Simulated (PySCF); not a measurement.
Si(Cl)2(Br)(NH2) (BrCl2H2NSi), SMILES Cl[Si](N)(Br)Cl. The structure is a stationary point at B3LYP-D3(BJ)/def2-SVP. The structure was generated by enumeration, and PubChem lists no compound with its InChIKey, so it may never have been made. One conformer was computed; it need not be the lowest.

**Question.** Give the equilibrium geometry at B3LYP-D3(BJ)/def2-SVP (PySCF confirms it by a frequency run) as Cartesian coordinates in Å, and its point group. (An estimate is asked for; the answer gives what the named calculation found.)

**Answer.** Several could match; the one computed here: point group Cs.
```xyz
7

N     -0.9512     1.9418     0.0000
Si    -0.5104     0.2990     0.0000
Cl    -1.2839    -0.5718    -1.6965
Cl    -1.2839    -0.5718     1.6965
Br     1.6904    -0.0952     0.0000
H     -0.8532     2.4973    -0.8445
H     -0.8532     2.4973     0.8445
```
